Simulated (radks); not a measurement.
Results of a calculation; reference values are marked as such.
Initial-state core-level shifts of the molybdenum ion Mo3+ when its valence configuration changes from [Kr] 4d3. Level of theory: Dirac Kohn-Sham, PBE, spin-unpolarised, spherical densities, point nucleus; open shells fill j = l - 1/2 first (a radial shooting solver on a logarithmic mesh with Libxc functionals). Shifts are changes of the shell-averaged eigenvalues in eV (positive: less bound).

valence               1s       2s       3s       4s
4d1 5p2          -12.339  -13.164  -12.697  -10.952
4d2 5s1           -5.009   -5.387   -5.174   -4.450
4d2 5p1           -6.022   -6.405   -6.204   -5.441
5p3              -19.064  -20.378  -19.568  -16.596
4d1.5 5s1 5p0.5   -8.149   -8.738   -8.401   -7.221
4d0.5 5s2 5p0.5  -13.649  -14.691  -14.044  -11.840
4d2.5 5p0.5       -2.970   -3.153   -3.061   -2.706
4d1.5 5s1.5       -7.646   -8.231   -7.888   -6.730
